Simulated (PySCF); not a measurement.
Species: `NC(=O)C#CCC=O`. The columns A, B, C and D hold Mulliken, IAO, Hirshfeld and ESP-fitted charges (e) of one PBE0/pcSseg-1 density (PySCF), in a shuffled order. Coordinates in Å (GFN2-xTB); the density's dipole moment is (-2.74, -1.09, -1.70) D.

```tsv
atom	x	y	z	A	B	C	D
N1	2.296	-0.910	1.317	-0.500	-0.956	-0.386	-0.166
C2	1.944	0.393	1.191	+0.437	+0.959	+0.302	+0.175
O3	2.586	1.315	1.639	-0.473	-0.575	-0.399	-0.289
C4	0.708	0.559	0.456	-0.101	-0.507	-0.100	-0.061
C5	-0.310	0.784	-0.142	-0.003	+0.187	+0.064	-0.027
C6	-1.544	0.943	-0.877	-0.337	-0.276	-0.261	-0.053
C7	-2.136	-0.374	-1.322	+0.277	+0.568	+0.240	+0.145
O8	-1.676	-1.459	-1.122	-0.365	-0.461	-0.325	-0.211
H9	3.140	-1.141	1.814	+0.289	+0.404	+0.196	+0.145
H10	1.732	-1.647	0.933	+0.292	+0.438	+0.212	+0.143
H11	-2.285	1.459	-0.258	+0.192	+0.129	+0.185	+0.076
H12	-1.375	1.559	-1.766	+0.192	+0.130	+0.186	+0.076
H13	-3.084	-0.239	-1.881	+0.102	-0.039	+0.086	+0.048
```

Question: Which column most likely holds the ESP-fitted charges?

Answer: B. Σ q r misses the density's dipole by 0.04 D (B), 0.50 D (A), 0.86 D (D), 2.44 D (C). Charges fitted to the outside potential are the only set here that is tied to the molecule's multipoles.

Question: And the Hirshfeld charges?

Answer: D. The mean sizes are 0.124 e (D), 0.226 e (C), 0.274 e (A), 0.433 e (B), and Hirshfeld charges are commonly the smallest of these schemes.

As computed, A = IAO, B = ESP-fitted, C = Mulliken, D = Hirshfeld. Hydrogens on carbon: IAO +0.10 to +0.19, ESP-fitted -0.04 to +0.13, Mulliken +0.09 to +0.19, Hirshfeld +0.05 to +0.08 e.

The ESP scheme fits charges at the nuclei, held to the total charge, to the electrostatic potential on points at 1.4 to 2.0 times the van der Waals radii. The Mulliken scheme gives each basis function's population to the atom it is centred on and halves the overlap population of two atoms between them.

One conformer (not necessarily the lowest) at the GFN2-xTB geometry, without solvent, vibrations or thermal averaging.

The run behind these numbers computed NMR shieldings as well. Hardware: one thread of an Arm Neoverse V1, on a shared host. Cost: 23 s.

The values belong to the conformer `[NH2:1][C:2](=[O:3])[C:4]#[C:5][CH2:6][CH:7]=[O:8]`: C5–C6–C7–O8 0°, H–N1–C2–O3 0°, H–N1–C2–O3 180°.
